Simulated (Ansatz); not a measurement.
Wavefunction ladder for `O[SiH](O)[O][AlH2]`

```xyz
10

O    -1.486   -1.591    0.234
Si   -0.203   -0.885   -0.506
O    -0.765   -0.282   -1.914
O     0.433    0.245    0.461
Al    1.209    1.659    0.960
H    -1.434   -1.711    1.183
H     0.860   -1.854   -0.836
H    -1.709   -0.127   -1.971
H     1.270    1.922    2.515
H     1.824    2.625   -0.126
```

The species carries charge 0 and has multiplicity 1. All single points use the PBE0-D4/def2-TZVP geometry. It is one conformer, not always the lowest. Frozen core, restricted reference, the Gaussian-basis code of Ansatz. CBS rows extrapolate triple and quadruple zeta; past MP2 they add the triple-zeta difference.

```tsv
basis	HF (Eh)	MP2 corr.	CCSD corr.	(T)	CCSD(T) total
def2-TZVPP	-758.70012	-0.91115	-0.93843	-0.03142	-759.66997
def2-QZVPP	-758.72896	-0.98602	–	–	–
CBS(def2)	-758.73294	-1.04148	-1.06876	as TZ	-759.83312
```
